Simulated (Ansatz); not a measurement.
Harmonic frequencies (cm⁻¹) at PBE0-D4/def2-TZVP from Ansatz: 49, 163, 193, 208, 232, 237, 239, 318, 319, 337, 585, 649, 682, 760, 777, 798, 877, 886, 975, 1152, 1169, 1327, 1329, 1330, 1452, 1456, 1459, 1469, 1473, 1483, 1620, 3007, 3015, 3020, 3070, 3080, 3081, 3087, 3099, 3103, 3793, 3895.

Each molecule was computed in one conformer, which needn't be the lowest.

(1) Which molecule is it?
A. `C[OH+][BH-](C)C`
B. `C[B-](C)(C)[OH2+]`
C. `C[BH-](C)[PH3+]`
D. `[CH3][GaH-]([CH3])[NH3+]`

Results:

(1) B.
